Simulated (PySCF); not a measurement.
## Constants of MgBr, step by step

State: ²Σ⁺, doublet, unpaired electrons σ ↑. De refers to Mg + Br. ROHF-based CCSD(T) in PySCF 2.14 with Mg cc-pCVDZ, Br aug-cc-pVDZ-PP with ECP10 and Mg cc-pCVTZ, Br aug-cc-pVTZ-PP with ECP10 (frozen core orbitals: 10; scalar-relativistic core potentials). Correlation energies are extrapolated as n⁻³ (n = 2, 3), Hartree–Fock as (n+1)·exp(−9√n).

```csv
Level,Re (Å),ωe (cm⁻¹),ωexe (cm⁻¹),αe (cm⁻¹),De (eV)
CCSD(T)/DZ,2.4007,360.7,1.32,0.000858,2.581
CCSD(T)/TZ,2.3643,372.4,1.41,0.000909,2.720
HF/CBS,2.3686,373.9,1.35,0.000880,2.611
MP2/CBS,2.3522,378.1,1.40,0.000911,2.969
CCSD/CBS,2.3536,377.0,1.41,0.000917,2.687
CCSD(T)/CBS,2.3556,375.0,1.42,0.000923,2.763
```

Task: How much is left between CCSD(T)/TZ and the basis-set limit, and how much do the triples give at the limit?

Result: CCSD(T)/CBS less CCSD(T)/TZ: -8.7 mÅ in Re, +2.6 cm⁻¹ in ωe and +0.043 eV in De. CCSD(T)/CBS less CCSD/CBS: +2.0 mÅ in Re, -2.0 cm⁻¹ in ωe and +0.076 eV in De.

The T1 diagnostic is 0.012. The state was picked by a PBE0 search and need not be the measured ground state. Spin–orbit coupling, excitations beyond (T) and corrections to the Born–Oppenheimer picture are left out.

The whole job (state search and all basis sets along the bond) took about 6.1 min on 4 threads of Intel Xeon Platinum 8488C (shared host), peak memory 6.5 GiB.
